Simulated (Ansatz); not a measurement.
`BB[SiH2]F` and `O=CB[SiH2]F` differ in one atom or group.

Ansatz, PBE0-D4/def2-TZVP geometries, multiplicity 1. Each molecule was computed in one conformer, which needn't be the lowest.

```csv
property,`BB[SiH2]F`
HOMO energy (PBE0/def2-TZVPP) / eV,-8.19
size of the dipole moment (ωB97M-V/def2-TZVPP) / D,1.46
HOMO energy (PBE/def2-TZVPP) / eV,-6.95
LUMO energy (ωB97M-V/def2-TZVPP) / eV,-0.40
HOMO energy (ωB97M-V/def2-TZVPP) / eV,-10.35
size of the dipole moment (B3LYP/def2-TZVPP) / D,1.48
```

**Question.** Give the same properties after the change, and the shifts. (Estimate.)

**Answer.** Ansatz gave: 
| property | `O=CB[SiH2]F` | shift |
| --- | --- | --- |
| HOMO energy (PBE0/def2-TZVPP) / eV | -8.16 | 0.03 |
| size of the dipole moment (ωB97M-V/def2-TZVPP) / D | 2.25 | 0.79 |
| HOMO energy (PBE/def2-TZVPP) / eV | -6.83 | 0.12 |
| LUMO energy (ωB97M-V/def2-TZVPP) / eV | 0.37 | 0.77 |
| HOMO energy (ωB97M-V/def2-TZVPP) / eV | -10.41 | -0.06 |
| size of the dipole moment (B3LYP/def2-TZVPP) / D | 2.22 | 0.74 |

Dipoles are sizes alone; their direction can turn.

B3LYP here is the variant with VWN-RPA as its local correlation; programs differ in this.
